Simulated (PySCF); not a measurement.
Os, quintet (core potentials on Os). Base run: PBE/def2-SVP in PySCF.

Input for PySCF:
```python
from pyscf import gto, scf, dft

mol = gto.M(
    atom='''
Os    0.00000000    0.00000000    0.00000000
''',
    basis='def2-svp',
    ecp={'Os': 'def2-svp'},
    spin=4,
    verbose=4,
)

mf = dft.UKS(mol)
mf.xc = 'pbe'
mf.kernel()
mf.analyze()
```

Each row names what was changed in the base input (with any setting that the change needs).

| change | basis functions | E (Eh) | HOMO (eV) |
|---|---|---|---|
| base | 32 | -90.58613 | -4.87 |
| basis = Sapporo-DKH3-DZP-2012; relativity = none (without ecp={'Os': 'def2-svp'}) | 65 | -14342.76953 | -0.34 |
| basis = x2c-TZVPall; relativity = spin-free X2C (without ecp={'Os': 'def2-svp'}) | 81 | -17257.84778 | -5.00 |
| basis = x2c-TZVPall; relativity = spin-free X2C; nucleus = Gaussian (with nucmod='G'; without ecp={'Os': 'def2-svp'}) | 81 | -17255.44888 | -5.00 |
| basis = ANO-RCC-VDZP; relativity = spin-free X2C (without ecp={'Os': 'def2-svp'}) | 68 | -17257.77010 | -4.95 |
| basis = Sapporo-DKH3-DZP-2012; relativity = spin-free X2C (without ecp={'Os': 'def2-svp'}) | 65 | -17256.54325 | -4.63 |
| basis = x2c-TZVPall; relativity = none (without ecp={'Os': 'def2-svp'}) | 81 | -15734.79298 | -3.59 |
| basis = ANO-RCC-VDZP; relativity = spin-free X2C; nucleus = Gaussian (with nucmod='G'; without ecp={'Os': 'def2-svp'}) | 68 | -17254.93991 | -4.96 |
| basis = Sapporo-DKH3-DZP-2012; relativity = spin-free X2C; nucleus = Gaussian (with nucmod='G'; without ecp={'Os': 'def2-svp'}) | 65 | -17254.40342 | -4.63 |
| basis = ANO-RCC-VDZP; relativity = none (without ecp={'Os': 'def2-svp'}) | 68 | -14221.90449 | -0.54 |

Absolute energies of different levels of theory aren't comparable as measures of quality.

Open shells are given as the SCF converged; they aren't shown to be the lowest states, and a large step between rows can be another state.

Basis sets contracted for a relativistic Hamiltonian are a mismatch without it, so the rows without relativity aren't non-relativistic limits. No row has spin-orbit coupling; sets with core potentials leave out the core electrons.
